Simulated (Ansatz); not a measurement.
Input file for C3H9BO2, SMILES `CC(C)B(O)O`:

```yaml
crystal:
  periodic: [false, false, false]
  atoms:
    - {symbol: C, position_ang: [-0.791736, -1.247368, 0.666638]}
    - {symbol: C, position_ang: [-0.119177, -0.379882, -0.402989]}
    - {symbol: C, position_ang: [1.327959, -0.802973, -0.620938]}
    - {symbol: B, position_ang: [-0.287310, 1.144961, -0.039371]}
    - {symbol: O, position_ang: [0.817769, 1.882264, 0.289674]}
    - {symbol: O, position_ang: [-1.555618, 1.664569, -0.052307]}
    - {symbol: H, position_ang: [-0.747965, -2.306002, 0.393525]}
    - {symbol: H, position_ang: [-0.287400, -1.140489, 1.632423]}
    - {symbol: H, position_ang: [-1.840562, -0.976595, 0.804792]}
    - {symbol: H, position_ang: [-0.675241, -0.534891, -1.337855]}
    - {symbol: H, position_ang: [1.807888, -0.220147, -1.410414]}
    - {symbol: H, position_ang: [1.918691, -0.661787, 0.288100]}
    - {symbol: H, position_ang: [1.390283, -1.859981, -0.897211]}
    - {symbol: H, position_ang: [0.652632, 2.800149, 0.516460]}
    - {symbol: H, position_ang: [-1.631912, 2.587470, 0.198773]}
basis:
  gaussian: {orbitals: def2-TZVPP}
correlation: {method: ccsd_t}
output: {orbitals: {seedname: orbitals}}
```

```sh
$ ansatz run in.yaml --threads 4 --pin off --events-out ev --progress --plain --max-ram 11315MiB
```

Output of Ansatz, abridged:

```
Functional definition: HF
1859 factors; integrals over basis functions are off by at most 1.0e-3 eV
mean field evaluation 1: about -7980.1085 eV, gradient 5.4e1 eV
mean field evaluation 2: about -7980.3372 eV, gradient 5.4e1 eV
mean field evaluation 4: about -7986.3952 eV, gradient 4.4e0 eV
mean field evaluation 8: about -7986.4681 eV, gradient 2.5e-1 eV
mean field -7986.46837014 eV, -293.4972991800 hartree, gradient 2.6e-6 eV, S^2 0.000000; 0 other end points of the search recorded, 0 dependent functions left out
6 core orbitals not correlated: weight in the atoms' cores, before any rotation towards them, 1.000 or more for the frozen orbitals, at most 0.000 for the correlated occupied ones
reference -7986.46837014 eV, -293.4972991800 hartree; 18, 18 occupied and 288, 288 virtual orbitals, 1859 factors
second order -30.12087479 eV of doubles, -0.00000000 eV of singles
cycle   1  -30.52301061 eV  change   -4.0e-1 eV  update   1.1e-1
cycle   2  -31.17451829 eV  change   -6.5e-1 eV  update   2.9e-2
cycle   3  -31.31020493 eV  change   -1.4e-1 eV  update   1.5e-2
cycle   4  -31.29806938 eV  change    1.2e-2 eV  update   3.3e-3
cycle   5  -31.29799823 eV  change    7.1e-5 eV  update   1.5e-3
cycle   6  -31.29844342 eV  change   -4.5e-4 eV  update   3.9e-4
cycle   7  -31.29818679 eV  change    2.6e-4 eV  update   1.4e-4
cycle   8  -31.29814508 eV  change    4.2e-5 eV  update   3.8e-5
perturbative correction -1.17648130 eV, -0.0432348904 hartree
Total energy: -8018.94299652 eV, -294.6907196874 hartree
```

Hardware: 4 threads of an Arm Neoverse V2 on a shared host. Wall time 17 min, peak host memory 4.8 GiB.

The correlation energy is -32.475 eV, 3.6 % of it from (T); the T1 diagnostic reads 0.0110.
